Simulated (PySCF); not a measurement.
Job file and geometry (Å, from GFN2-xTB) of a spin–spin coupling run on SMILES B[C@H]([AsH2])C[AsH2], C$_{2}$H$_{9}$As$_{2}$B, B3LYP/pcJ-1 As:pcSseg-1 indirect spin-spin coupling, non-relativistic, gas phase in PySCF; density fitting, a coarse starting grid and PySCF grid level 2 are the driver's defaults:

```
{"job": {"kind": "j", "xc": "B3LYP", "basis": "pcJ-1"}, "charge": 0, "multiplicity": 1}
B     -1.643661    -0.706482     0.314382
C     -0.203188    -0.165760     0.434724
As    -0.637626     1.572601    -0.525282
C      0.923649    -0.926875    -0.250672
As     2.716547    -0.073296    -0.272168
H     -2.456814    -0.395427     1.099655
H     -1.929331    -1.404637    -0.584801
H      0.114606     0.150362     1.434707
H     -1.856378     1.075601    -1.259027
H     -1.526155     2.107659     0.563204
H      0.653984    -1.155680    -1.288445
H      1.046558    -1.896189     0.252171
H      2.533677     0.639069     1.044499
H      2.263455     1.178582    -0.985113
```

Problem. Write the output of this run.

Solution. 
```
coarse grid: 52456 points
cycle   1  E = -4577.7568139837  dE = -1.476e+00  |g| = 1.083e+00  |ddm| = 3.170e+00
cycle   2  E = -4577.6930887485  dE =  6.373e-02  |g| = 9.929e-01  |ddm| = 1.039e+00
cycle   3  E = -4577.8066647289  dE = -1.136e-01  |g| = 2.916e-01  |ddm| = 9.644e-01
cycle   4  E = -4577.8287417390  dE = -2.208e-02  |g| = 7.517e-02  |ddm| = 3.565e-01
cycle   5  E = -4577.8299738682  dE = -1.232e-03  |g| = 1.282e-02  |ddm| = 7.192e-02
cycle   6  E = -4577.8300101230  dE = -3.625e-05  |g| = 3.527e-03  |ddm| = 2.152e-02
cycle   7  E = -4577.8300140680  dE = -3.945e-06  |g| = 1.082e-03  |ddm| = 5.494e-03
final grid: 108120 points
cycle   8  E = -4577.8300006529  dE = -1.305e-08  |g| = 1.396e-03  |ddm| = 3.633e-03
cycle   9  E = -4577.8300003343  dE =  3.186e-07  |g| = 1.896e-03  |ddm| = 3.254e-03
cycle  10  E = -4577.8300010757  dE = -7.414e-07  |g| = 1.422e-04  |ddm| = 1.826e-03
cycle  11  E = -4577.8300010800  dE = -4.244e-09  |g| = 2.615e-05  |ddm| = 1.606e-04
cycle  12  E = -4577.8300010802  dE = -1.837e-10  |g| = 1.143e-05  |ddm| = 3.856e-05
converged SCF energy = -4577.8300010802

Indirect spin-spin couplings (Hz)
  i      j    bonds     total        FC       PSO       DSO        SD
  0 B    1 C    1     51.612    54.057    -2.929     0.332     0.152
  0 B    3 C    2     -0.120    -0.051    -0.078     0.068    -0.059
  0 B    5 H    1    135.293   135.596    -1.513     0.751     0.460
  0 B    6 H    1    133.644   134.011    -1.574     0.769     0.438
  0 B    7 H    2     -1.475    -1.218    -0.236    -0.069     0.048
  0 B    8 H    3      4.049     3.219    -0.124     0.886     0.069
  0 B    9 H    3      0.472     0.234    -0.008     0.274    -0.027
  0 B   10 H    3      2.938     2.936    -0.219     0.238    -0.016
  0 B   11 H    3      2.116     2.020    -0.030     0.134    -0.009
  0 B   13 H    4     -0.423    -0.372     0.200    -0.257     0.006
  1 C    3 C    1     34.559    35.058    -0.857     0.357         -
  1 C    5 H    2      6.183     6.437    -0.393     0.139         -
  1 C    6 H    2      3.919     4.207    -0.439     0.150         -
  1 C    7 H    1    146.734   144.679     0.612     1.443         -
  1 C    8 H    2      1.603     1.397     0.322    -0.116         -
  1 C    9 H    2      0.798     0.675     0.152    -0.029         -
  1 C   10 H    2     -3.409    -3.713     0.025     0.279         -
  1 C   11 H    2      1.056     0.678     0.120     0.258         -
  1 C   12 H    3      6.764     6.476    -0.207     0.496         -
  1 C   13 H    3      2.416     2.303    -0.131     0.244         -
  3 C    5 H    3      8.239     8.134     0.262    -0.157         -
  3 C    6 H    3      6.851     6.614    -0.021     0.258         -
  3 C    7 H    2     -1.213    -1.559     0.062     0.283         -
  3 C    8 H    3      0.196     0.235     0.087    -0.126         -
  3 C    9 H    3     10.180    10.473     0.227    -0.521         -
  3 C   10 H    1    139.035   136.781     0.894     1.359         -
  3 C   11 H    1    142.431   140.208     0.935     1.287         -
  3 C   12 H    2     -1.897    -1.979     0.102    -0.020         -
  3 C   13 H    2     -1.867    -1.935     0.062     0.006         -
  5 H    6 H    2      3.983     3.698     1.834    -1.548         -
  5 H    7 H    3      6.464     5.972     0.048     0.444         -
  5 H    8 H    4      0.310    -0.660    -0.223     1.193         -
  5 H    9 H    4      2.067     0.869    -0.830     2.027         -
  5 H   11 H    4     -0.234    -0.478     0.747    -0.503         -
  6 H    7 H    3      7.904     7.697     1.849    -1.642         -
  6 H    8 H    4     -0.956    -2.422    -0.821     2.287         -
  6 H   10 H    4      0.450    -0.178    -1.072     1.701         -
  7 H    8 H    3     12.628    14.010     1.503    -2.884         -
  7 H    9 H    3      4.530     3.788    -0.505     1.247         -
  7 H   10 H    3     14.037    13.467     2.561    -1.991         -
  7 H   11 H    3      3.661     2.872     0.419     0.371         -
  7 H   12 H    4      1.253    -0.652    -1.748     3.653         -
  8 H    9 H    2    -13.374   -13.187     0.294    -0.481         -
  8 H   10 H    4      0.362     0.010    -0.402     0.754         -
  8 H   11 H    4     -1.203    -1.033     0.976    -1.146         -
  8 H   12 H    5     -1.230     0.105     0.748    -2.083         -
  8 H   13 H    5     -0.912     0.217     0.396    -1.525         -
  9 H   10 H    4     -1.561    -0.034     1.097    -2.624         -
  9 H   11 H    4      1.390     1.953     1.120    -1.683         -
  9 H   13 H    5     -1.972    -0.653     0.485    -1.803         -
 10 H   11 H    2    -15.457   -16.858     2.189    -0.788         -
 10 H   12 H    3     11.496    12.952     1.628    -3.084         -
 10 H   13 H    3      4.262     3.798    -0.109     0.572         -
 11 H   12 H    3     -0.055     0.212     0.488    -0.755         -
 11 H   13 H    3     12.833    14.448     1.695    -3.309         -
 12 H   13 H    2    -13.495   -13.649     0.186    -0.033         -
```

Size and cost of the density-fitted run: 253 basis functions, 60 s wall time on 1 thread of an x86-64 server CPU, shared host.
